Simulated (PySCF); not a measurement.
Si(F)2(Me)(OH) (CH4F2OSi), SMILES [Si](F)(O)(C)F. The structure is a stationary point at ωB97X-D3(BJ)/def2-SVP. The values are those of a single conformer.

Computed equilibrium geometry at ωB97X-D3(BJ)/def2-SVP (PySCF confirms it by a frequency run) as a Z-matrix, and its point group (one conformer of several):
point group Cs.
```
Si
F 1 1.6195
F 1 1.6195 2 104.32
O 1 1.6405 2 109.69 3 -117.42
H 4 0.9628 1 118.77 2 57.01
C 1 1.8374 2 111.31 3 120.14
H 6 1.1006 1 110.59 2 -57.96
H 6 1.1006 7 108.49 1 -121.26
H 6 1.1006 7 108.49 8 -117.47
```
Charge 0, spin multiplicity 1.
